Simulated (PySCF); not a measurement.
H₄BrGeNO₂, SMILES [Ge]([OH])([OH])([NH2])[Br] at its PBE0/def2-SVP optimised geometry (Å):

```
9

N      0.9895    -0.6459     0.0000
Ge    -0.8127    -0.6459     0.0000
O     -1.4286     1.0048     0.0000
O     -1.2405    -1.5510    -1.4483
Br    -1.8725    -1.5899     1.8163
H      1.4286    -0.3018     0.8489
H      1.4036    -1.5347    -0.2686
H     -0.9700     1.5347    -0.6642
H     -2.1653    -1.8227    -1.4515
```

Calculation: PySCF with PBE0/def2-TZVP.

Map of the electron localisation function on the plane z = 1.2 Å:

```
|000000000000000000000000000|
|000000000000000000000000000|
|000000000000000000000000000|
|000000000000000000000000000|
|000000000000000000000000000|
|000000000000000000000000000|
|000000122221000000000000000|
|000001234442100000000000000|
|000001355654200000000000000|
|000001345654200000000000000|
|000000134442100000110000000|
|000000001111000014653000000|
|000000000000000158987300000|
|000011000111000279998500000|
|012344444322111489998510000|
|024677777653112479997300000|
|136788777764212457764100000|
|146887435774211344321000000|
|247887212775100222100000000|
|147887424775100011000000000|
|146788777775100000000000000|
|025788888874100000000000000|
|013577888764100000000000000|
|001356776643100000000000000|
|000134454421000000000000000|
|000001222100000000000000000|
|000000000000000000000000000|
```
Scale: ten equal steps from 0.000 (start of '0') to 0.988 (end of '9'), in the order '0123456789'; x runs from -4.00 to 4.00, y from -4.00 (bottom) to 4.00 (top).
